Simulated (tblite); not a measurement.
Compound: C5H7BF2O2.
Atom-mapped SMILES: `[CH3:1]/[C:2](=[CH:3]/[B:4]([F:5])[F:6])[CH2:7][O:8][CH:9]=[O:10]` (hydrogens: H11, H12, H13 on C1; H14 on C3; H15, H16 on C7; H17 on C9)

Computed with GFN2-xTB (tblite), gas phase: L-BFGS steps from a force-field or distance-geometry start until the largest atomic force falls under 0.01 eV/Å.

Step 29: E = -902.8719 eV
```
atom  x, y, z in Å  |  force x, y, z in eV/Å
C1      0.2247   -1.7133   -0.2719   -0.126   0.043   0.074
C2     -0.4383   -0.4000    0.0402    0.050   0.009  -0.138
C3     -1.7402   -0.1877   -0.2068    0.099  -0.022  -0.089
B4     -2.5595    1.1170   -0.0521    0.118  -0.090   0.028
F5     -3.8671    1.1090    0.1283   -0.001  -0.007  -0.057
F6     -2.0422    2.3290   -0.1402   -0.048   0.093   0.070
C7      0.4381    0.6631    0.6684   -0.024  -0.160   0.094
O8      1.4269    1.1491   -0.2474   -0.178   0.032  -0.049
C9      2.6162    0.5822   -0.2291   -0.281   0.466  -0.399
O10     2.9834   -0.3088    0.4628    0.249  -0.545   0.479
H11    -0.5300   -2.4740   -0.4753    0.106   0.076   0.003
H12     0.8463   -2.0435    0.5629   -0.030   0.088  -0.107
H13     0.8711   -1.6369   -1.1537   -0.113   0.118   0.196
H14    -2.2911   -1.0238   -0.6223   -0.051  -0.026   0.089
H15     0.9664    0.2280    1.5278   -0.045   0.012   0.024
H16    -0.1414    1.5358    0.9852    0.083  -0.145  -0.106
H17     3.2296    1.0869   -0.9868    0.193   0.060  -0.112
```

Step 30: E = -902.8828 eV
```
atom  x, y, z in Å  |  force x, y, z in eV/Å
C1      0.2240   -1.7078   -0.2691   -0.083   0.026   0.048
C2     -0.4453   -0.3988    0.0345    0.063  -0.009  -0.077
C3     -1.7470   -0.1865   -0.2104    0.087  -0.016  -0.081
B4     -2.5632    1.1170   -0.0503    0.037   0.029   0.018
F5     -3.8748    1.1105    0.1185    0.094  -0.007  -0.062
F6     -2.0441    2.3314   -0.1264   -0.076   0.008   0.083
C7      0.4388    0.6550    0.6639   -0.003  -0.084   0.069
O8      1.4194    1.1416   -0.2629   -0.021  -0.103   0.028
C9      2.6143    0.5820   -0.2304   -0.060  -0.007  -0.006
O10     2.9870   -0.3019    0.4852   -0.039   0.132  -0.064
H11    -0.5181   -2.4779   -0.4728    0.048   0.047  -0.007
H12     0.8466   -2.0247    0.5687   -0.022   0.053  -0.078
H13     0.8753   -1.6278   -1.1457   -0.098   0.109   0.150
H14    -2.3025   -1.0196   -0.6250   -0.033  -0.046   0.081
H15     0.9816    0.2104    1.5105   -0.087   0.031   0.014
H16    -0.1314    1.5283    0.9947    0.069  -0.135  -0.103
H17     3.2324    1.0808   -0.9930    0.124  -0.025  -0.015
```

Q: Estimate the geometry and energy of step 31. (The exact step hangs on the optimiser's Hessian estimate; all steps are aligned on step 30, rigid shifts and turns removed.)

A: E = -902.8868 eV, largest force 0.256 eV/Å
```
atom  x, y, z in Å  |  force x, y, z in eV/Å
C1      0.2230   -1.7054   -0.2668   -0.051   0.002   0.029
C2     -0.4479   -0.3985    0.0311    0.055  -0.015  -0.025
C3     -1.7488   -0.1854   -0.2137    0.069  -0.010  -0.068
B4     -2.5636    1.1178   -0.0512    0.030   0.053   0.014
F5     -3.8751    1.1112    0.1160    0.071  -0.016  -0.058
F6     -2.0470    2.3338   -0.1218   -0.058  -0.002   0.082
C7      0.4383    0.6501    0.6620    0.026  -0.038   0.051
O8      1.4165    1.1376   -0.2674    0.027  -0.111   0.024
C9      2.6132    0.5815   -0.2317   -0.007  -0.055   0.042
O10     2.9866   -0.2999    0.4889   -0.072   0.206  -0.133
H11    -0.5129   -2.4794   -0.4719    0.016   0.025  -0.009
H12     0.8478   -2.0170    0.5704   -0.022   0.039  -0.053
H13     0.8755   -1.6215   -1.1404   -0.072   0.096   0.101
H14    -2.3056   -1.0197   -0.6228   -0.038  -0.052   0.061
H15     0.9839    0.2043    1.5055   -0.084   0.016   0.021
H16    -0.1270    1.5231    0.9970    0.033  -0.095  -0.092
H17     3.2361    1.0795   -0.9931    0.076  -0.042   0.012
```

The energy changes by -0.0040 eV. The first-order estimate −F·Δx gives -0.0049 eV and the mean of the old and new forces, exact on a quadratic surface, -0.0040 eV. The step makes an angle of 63° with the force vector and moves no atom by more than 0.008 Å.

What follows is the cost of the whole relaxation. The run took 1.1 s of wall time on one thread of an Arm Neoverse V1 (shared host).
